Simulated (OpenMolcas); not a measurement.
Cu2+ (d9) among equal point charges was computed by CASSCF with the d shell active (OpenMolcas, ANO-RCC-VDZP on the metal). Its lowest spin-free states, and all those of the highest spin:

| 2S+1 | Degeneracy | E (cm-1) |
| --- | --- | --- |
| 2 | 1 | 0.0 |
| 2 | 2 | 9029 |
| 2 | 1 | 10860 |
| 2 | 1 | 14969 |

Is the site octahedral, tetrahedral or cube-like, axial, or of lower symmetry?

The states with 2S+1 = 2 have orbital degeneracies 1, 2, 1, 1. There are pairs but no triples, so the site is axial: not cubic, but with a proper or improper axis of order three or more. The run had Cu2+ among 6 point charges of -2 e arranged as a tetragonal octahedron (D4h), 1.97 Å from the ion, with the axial distance 1.596 Å. The active orbitals were held to one l.

This is an electrostatic model: the charges have no orbitals. No measured value stands beside these numbers.
